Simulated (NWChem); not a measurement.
# C$_{4}$H$_{5}$FO; SMILES C=COC(=C)F

```xyz
11

C      0.4522     1.8749    -0.5759
C     -0.5081     1.4500     0.2401
O     -0.8094     0.1433     0.5856
C     -0.0188    -0.8682     0.1565
C     -0.4524    -1.9268    -0.5151
F      1.2612    -0.7386     0.5470
H      1.1584     1.2116    -1.0612
H      0.5456     2.9383    -0.7638
H     -1.2093     2.1094     0.7389
H      0.2215    -2.7428    -0.7411
H     -1.4872    -1.9833    -0.8245
```
Atoms are numbered in this order, from 1.

Level: B3LYP/6-31G* (spherical d) (NWChem), optimised geometry, unscaled harmonic frequencies. 

Q: List the harmonic frequencies with IR intensities, and the thermochemistry.

A: 
| frequency (cm⁻¹) | IR intensity (km/mol) |
|---|---|
| 60 | 0.9 |
| 142 | 5.0 |
| 207 | 0.7 |
| 428 | 3.2 |
| 464 | 6.7 |
| 586 | 5.3 |
| 696 | 1.5 |
| 716 | 0.3 |
| 742 | 0.5 |
| 835 | 48.6 |
| 857 | 28.3 |
| 860 | 46.6 |
| 953 | 41.2 |
| 987 | 19.8 |
| 1013 | 36.7 |
| 1206 | 150.9 |
| 1288 | 249.1 |
| 1377 | 48.5 |
| 1434 | 19.6 |
| 1459 | 2.2 |
| 1721 | 114.3 |
| 1777 | 264.6 |
| 3199 | 0.5 |
| 3218 | 2.6 |
| 3241 | 9.7 |
| 3286 | 7.2 |
| 3313 | 0.8 |

- zero-point energy = 51.5 kcal/mol
- thermal correction to the enthalpy at 298.15 K (with zero-point energy) = 56.0 kcal/mol
- heat capacity Cv = 21.5 cal/(mol K)
- entropy at 298.15 K and 1 atm (symmetry number 1) = 78.9 cal/(mol K)
- dipole moment = 0.94 D

Rigid rotor and harmonic oscillator; modes under 100 cm⁻¹ make the entropy uncertain.
